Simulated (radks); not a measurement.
Species: the chlorine ion Cl2+. Configuration: [Ne] 3s2 3p3. Method: Dirac Kohn-Sham, exchange-only LDA, spin-unpolarised, spherical densities, finite nucleus; open shells fill j = l - 1/2 first; Fermi nuclear charge, rms radius 3.3654 fm; computed with a radial shooting solver on a logarithmic mesh with Libxc functionals. Some entries of the table are withheld. Estimate them.

| orbital | occ. | eigenvalue (eV) | r(max) (bohr) | <r^2> (bohr^2) |
|---|---|---|---|---|
| 1s1/2 | 2 | -2767.616 | 0.05962 | 0.01119 |
| 2s1/2 | 2 | -277.4287 | (1) | 0.2361 |
| 2p1/2 | 2 | -218.5348 | 0.3000 | 0.2053 |
| 2p3/2 | 4 | -216.8389 | 0.3018 | 0.2076 |
| 3s1/2 | 2 | -43.3290 | 1.247 | 2.412 |
| 3p1/2 | 2 | -30.3932 | 1.345 | (2) |
| 3p3/2 | 1 | -30.2288 | 1.350 | (3) |
| 3d3/2 | 0 | -12.8525 | (4) | 6.085 |
| 3d5/2 | 0 | -12.8452 | (5) | 6.093 |
| 4s1/2 | 0 | -11.7385 | 3.437 | 16.21 |

Answer. 
(1) 2s1/2 r(max) (bohr): 0.3628
(2) 3p1/2 <r^2> (bohr^2): 3.025
(3) 3p3/2 <r^2> (bohr^2): 3.048
(4) 3d3/2 r(max) (bohr): 1.694
(5) 3d5/2 r(max) (bohr): 1.695
